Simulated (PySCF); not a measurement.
This PySCF input asks for the NMR shieldings of SMILES CS[Si]1(C)O[SiH2]O[SiH2]O1, C₂H₁₀O₃SSi₃; the geometry comes from GFN2-xTB.

```python
import basis_set_exchange as bse
import numpy as np
from pyscf import gto, dft
from pyscf.prop import nmr

atoms = """
C     2.106325   -1.393395   -0.685640
S     2.422083    0.265556    0.003184
Si    0.418243    0.883240    0.418355
C     0.352046    2.607335    1.163181
O    -0.419463    0.826550   -0.978844
Si   -1.585651   -0.180581   -1.499330
O    -1.931649   -1.226600   -0.305781
Si   -1.376794   -1.344783    1.216333
O    -0.235601   -0.207566    1.437997
H     3.072698   -1.813835   -0.941585
H     1.486387   -1.302056   -1.572411
H     1.613397   -2.005474    0.063644
H     0.911983    2.637360    2.090413
H     0.793311    3.327003    0.483818
H    -0.667657    2.912606    1.370011
H    -1.020606   -0.966463   -2.584947
H    -2.762554    0.638529   -1.726631
H    -0.719813   -2.638732    1.313859
H    -2.466490   -1.009443    2.115181
"""
names = dict.fromkeys(["C", "S", "Si", "O", "H"], "pcSseg-1")
basis = {el: gto.basis.parse(bse.get_basis(n, elements=[el], fmt="nwchem")) for el, n in names.items()}
mol = gto.M(atom=atoms, basis=basis, charge=0, verbose=0)
mf = dft.RKS(mol, xc="PBE0")
mf.grids.level = 2
mf.grids.alignment = dft.numint.BLKSIZE   # the property module wants whole blocks of grid points
mf.conv_tol = 1e-9
mf.kernel()

calc = nmr.RKS(mf)   # GIAO
C = mf.mo_coeff
Co = C[:, mf.mo_occ > 0]
resp = mf.gen_response(singlet=True, hermi=2)
def vind(x):   # induced exchange potential for any number of trial vectors
    d = np.einsum("pi,xij,qj->xpq", C, 2 * x.reshape(-1, C.shape[1], Co.shape[1]), Co, optimize=True)
    return np.einsum("xpq,pi,qj->xij", resp(d - d.transpose(0, 2, 1)), C, Co, optimize=True).ravel()
mo1, _ = nmr.rhf.solve_mo1(calc, with_cphf=vind)
sigma = calc.kernel(mo1)
for i, s in enumerate(sigma):   # ppm
    print("%2d %-2s %9.2f" % (i, mol.atom_pure_symbol(i), np.trace(s) / 3))
```

Problem. What are the results?

Solution. 
```
 0 C     175.17
 1 S     639.69
 2 Si    359.77
 3 C     185.62
 4 O     228.56
 5 Si    385.99
 6 O     250.32
 7 Si    385.99
 8 O     228.40
 9 H      29.58
10 H      29.39
11 H      29.39
12 H      31.37
13 H      31.37
14 H      31.35
15 H      26.50
16 H      26.50
17 H      26.50
18 H      26.50
```

These numbers come from an equivalent density-fitted implementation of the same equations, which agrees with the script to about 0.01 ppm for H and up to a few tenths of a ppm for heavy atoms, so last digits may differ.

Problem. Turn these shieldings into chemical shifts. Chemical shifts δ = σref − σ; TMS for 13C (σ = 186.93 ppm) and 29Si (σ = 349.16 ppm) and 1H (σ = 31.72 ppm); CS2 for 33S (σ = 503.73 ppm); H2O for 17O (σ = 336.08 ppm), all at this level.

Solution. Averaging equivalent atoms: C 0: 11.8; C 3: 1.3; S 1: -136; Si 2: -10.6; Si 5/7: -36.8; O 4/8: 107.6; O 6: 85.8; H 16/18: 5.22; H 15/17: 5.21; H 9/10/11: 2.27; H 12/13/14: 0.35 ppm. Experimental scales use liquid or dissolved standards, which lie at an offset from isolated H2O (liquid H2O: subtract about 36 ppm).

Size and cost of the density-fitted run: 231 basis functions, 43 s wall time on 1 thread of an Arm Neoverse V2, shared host; peak memory 1 GiB.
